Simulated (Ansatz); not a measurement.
A structure relaxed at r2SCAN-D4/def2-TZVP in Ansatz, charge 0, singlet:

```xyz
9

Zn    0.0004   -0.0010   -0.0012
C    -1.6744   -0.9360    0.2522
H    -1.5260   -2.0195    0.2747
H    -2.3791   -0.7159   -0.5550
H    -2.1510   -0.6484    1.1940
C     1.6745    0.9357   -0.2526
H     2.3458    0.7849    0.5979
H     1.5149    2.0125   -0.3602
H     2.1949    0.5878   -1.1496
```

Question: Give its formula, name or SMILES and point group.

Answer: ZnMe2 (C2H6Zn). Point group D3 (tolerance 0.1 Å).

Question: Summarise the bond lengths by kind (pairs closer than 1.2 times the sum of covalent radii, bridged metal pairs left out).

Answer: 2 × C–Zn 1.93 Å; 6 × C–H 1.09 Å. The metal has 2 neighbours: C 1.93 Å, C 1.93 Å.
